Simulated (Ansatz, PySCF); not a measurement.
Ansatz (an electronic-structure program) was given this input:
Ansatz 0.2 input:
```yaml
crystal:
  periodic: [false, false, false]
  atoms:
    - {symbol: O, position_ang: [-0.00000000, -0.00000000, -1.99737313]}
    - {symbol: B, position_ang: [-0.00000000, -0.00000000, -0.80940457]}
    - {symbol: B, position_ang: [0.00000000, 0.00000000, 0.80940457]}
    - {symbol: O, position_ang: [0.00000000, 0.00000000, 1.99737313]}
basis:
  gaussian:
    orbitals: cc-pVDZ
magnetization: {spin_polarized: false}
correlation: {method: ccsd_t, electrons: outside_noble_gas}
accuracy: high
```

Problem. Convert this to an input for PySCF.

Solution. Several could match; the one computed here: 
```python
from pyscf import gto, scf, cc

mol = gto.Mole()
mol.atom = '''
    O    -0.000000   -0.000000   -1.997373
    B    -0.000000   -0.000000   -0.809405
    B     0.000000    0.000000    0.809405
    O     0.000000    0.000000    1.997373
'''
mol.basis = 'cc-pvdz'
mol.charge = 0
mol.spin = 0
mol.verbose = 4
mol.build()

mf = scf.RHF(mol)
mf.kernel()

mycc = cc.CCSD(mf, frozen=4)
mycc.kernel()
et = mycc.ccsd_t()
print('E(CCSD(T)) = %.10f' % (mycc.e_tot + et))
```

Both were run: Ansatz gave -199.743405 Eh and PySCF -199.743405 Eh, 0.000 mEh apart.
